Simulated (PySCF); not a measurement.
# Radial density of Tb⁴⁶⁺ (terbium, charge +46)

UHF, [Ar] 3d1, 2D determinant. Computed with PySCF 2.14 in an even-tempered Gaussian basis (18 s from 9.6 bohr⁻², ratio 2.5; 12 p from 12 bohr⁻², ratio 2.5; 7 d from 12 bohr⁻², ratio 2.5; 4 f from 44 bohr⁻², ratio 2.7; 3 g from 65 bohr⁻², ratio 2.7), with scalar relativity by spin-free X2C-1e.

```
r (bohr)  4πr²ρ (e/bohr)  4πr²(ρα − ρβ)
  0.0185           84.73         0.0030
  0.0311           76.86         0.0474
  0.0523           104.0         0.4415
  0.0879           83.60         2.3840
   0.148           45.87         5.5398
   0.249           41.61         3.1866
   0.418           2.744         0.1695
   0.704        0.005772         0.0004
```

Densities and radii are taken from the X2C orbitals without a picture-change correction, which distorts them close to the nucleus.

Spin-orbit coupling, absent here, splits the open shell strongly.
